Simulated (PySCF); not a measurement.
H6Si3, SMILES [SiH2]1[SiH2][SiH2]1. Heavy atoms are numbered as in [SiH2:1]1[SiH2:4][SiH2:7]1. Hydrogens are named by the atom that carries them.

The structure is a stationary point at PBE0-D3(BJ)/def2-SVP.

Level of theory: HF/pcSseg-1 in PySCF.

GIAO shieldings, no solvent; atoms alike by connectivity are averaged. δ = σ(ref) − σ: ²⁹Si against TMS (σ = 393.8 ppm); ¹H against TMS (σ = 31.99 ppm), references at their B3LYP-D3(BJ)/def2-TZVP geometries, non-relativistic.

Estimate the chemical shifts. (An estimate is asked for; the answer gives what the named calculation found.)


| nucleus | atoms | count | δ (ppm) |
|---|---|---|---|
| ²⁹Si | Si1 (SiH2) | 3 | -162.3 |
| ¹H | H on Si1 | 6 | 3.24 |
